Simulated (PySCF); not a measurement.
A structure optimised at PBE-D3(BJ)/def2-SVP, used in a PySCF frequency run:

```xyz
9

Se     0.0971     0.2474     0.7136
F      1.3233     0.8469    -0.4641
C     -0.5852    -1.1697    -0.4488
C     -1.1301    -0.6501    -1.7723
H     -1.3641    -1.6605     0.1764
H      0.2341    -1.9034    -0.5903
H     -0.3452    -0.0799    -2.3067
H     -1.9965     0.0227    -1.6175
H     -1.4475    -1.4924    -2.4219
```
Charge 0, spin multiplicity 1.

Task: Write its SMILES and formula.

Result: CC[Se]F, C2H5FSe

Task: What are its rotational constants (standard atomic weights)?

Result: 7.4535, 3.3978, 2.5726 GHz
